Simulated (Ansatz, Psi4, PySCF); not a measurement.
Cl$_{2}$Ge, singlet, geometry from GFN2-xTB. Base run: PySCF with B97M-V/6-31G*.

Input for PySCF:
```python
from pyscf import gto, scf, dft

mol = gto.M(
    atom='''
Ge   -0.000593   -0.009850    0.718454
Cl    1.030045    1.300729   -0.657637
Cl   -1.028929   -1.282188   -0.694747
''',
    basis='6-31g*',
    charge=0,
    spin=0,
    verbose=4,
)

mf = dft.RKS(mol)
mf.xc = 'b97m_v'
mf.kernel()
```

The same geometry, method and basis name were run in Ansatz (an electronic-structure program) and Psi4 and PySCF, at each program's defaults and at the settings that a row names. The base is PySCF at its defaults. Differences at the defaults can come from grids, fitting, cores and function types together.

```tsv
code and settings	ΔE vs base (mEh)	basis functions	E (Eh)	SCF cycles	dipole (D)
PySCF, defaults (exact integrals, its default grid, spherical functions)	0.000	68	-2996.53647	9	1.98
Psi4, defaults (density fitting with its default set, its default grid, Cartesian functions)	-8.571	73	-2996.54504	9	1.99
Ansatz, defaults (factorised integrals, its default grid, Cartesian functions)	-8.570	73	-2996.54504	-	-
PySCF, density fitting with def2-universal-jkfit	-0.044	68	-2996.53651	9	1.98
PySCF, fine grid	0.002	68	-2996.53647	9	1.98
Psi4, exact integrals, spherical functions, fine grid	0.011	68	-2996.53646	11	1.98
Ansatz, high accuracy, Cartesian functions as the basis file defines them	-8.563	73	-2996.54503	-	-
```
